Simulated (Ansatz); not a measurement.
Molecule: CH3O2, net charge 0, doublet state. It need not be the lowest isomer of its formula. 
Structure (B3LYP-D3(BJ)/def2-TZVP (Ansatz, a quantum-chemistry and plane-wave program) minimum search):
```
C
O 1 1.3573
H 2 0.9666 1 108.35
O 1 1.3812 2 112.00 3 38.44
H 4 0.9637 1 108.81 2 -167.29
H 1 1.0900 2 111.75 3 172.03
```
Charge 0, spin multiplicity 2.

Computed values are from Ansatz. Correlated levels leave the core frozen unless marked. UHF or UKS for open shells. No spin-orbit coupling. No relativistic terms. Basis-set limits of correlation are two-point, X^-3; Hartree-Fock from the larger set. The bracket is a focal-point correction in the basis named.

Q: What is the atomisation energy De at RI-MP2/CBS(cc-pVTZ,cc-pVQZ)+[CCSD(T)-MP2]/cc-pVTZ?

A: 517.2 kcal/mol.

Q: What is the dipole moment at CCSD(T)/aug-cc-pVDZ?

A: 1.52 D.

Q: What is the total energy at RI-MP2/CBS(cc-pVTZ,cc-pVQZ)+[CCSD(T)-MP2]/cc-pVTZ?

A: -190.1243 Eh.

Q: What is the T1 diagnostic at CCSD/cc-pVTZ?

A: 0.015.
